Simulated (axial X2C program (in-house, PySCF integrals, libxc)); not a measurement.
**TiC along the bond: PBE0, two-component**

All values were computed with an in-house relativistic program for diatomic molecules. Two-component (2c) means X2C with spin–orbit coupling and atomic mean-field two-electron Coulomb and Gaunt terms. Basis: Ti dyall-cv3z [10s10p6d4f2g], C dyall-v3z [7s6p2d1f] (cores contracted in-house); Gaussian nuclei, density fitting, unrestricted open shells. Masses: Ti 47.948 u, C 12.000 u.

State: Ω = 1 (⟨Sz⟩ = 1.00, ⟨Lz⟩ = 0.00 at PBE0). Dipoles are positive if C is the positive end.

Results along the bond:

```
R (Å)   μ (D)  HOMO (eV)  LUMO (eV)
1.429  -1.784      -4.63      -2.99
1.495  -2.205      -4.76      -2.87
1.544  -2.504      -4.84      -2.78
1.594  -2.785      -4.92      -2.70
1.643  -3.048      -4.99      -2.65
1.700  -3.329      -5.06      -2.62
1.758  -3.569      -5.12      -2.64
1.832  -3.879      -5.17      -2.71
1.922  -4.166      -5.22      -2.80
```

The state is one determinant whose occupation by symmetry is held fixed; it was picked as the lowest of a PBE0 search that is not exhaustive. Density functionals use the spin component along the axis (collinear). Other states lie close and PBE0, whose exact exchange favours high spin, may order them wrongly; the determinant shown need not be the ground state. The nearest other 2c determinant of the search, Ω = 0, lies 0.19 eV up at the distance of the search. With several unpaired electrons one determinant need not be a pure state. Open-shell Ω = 0 determinants with evenly filled partner blocks cannot be reached by this program, so the Ω shown need not be the lowest component. The stretched end of a curve changes character and is left out.
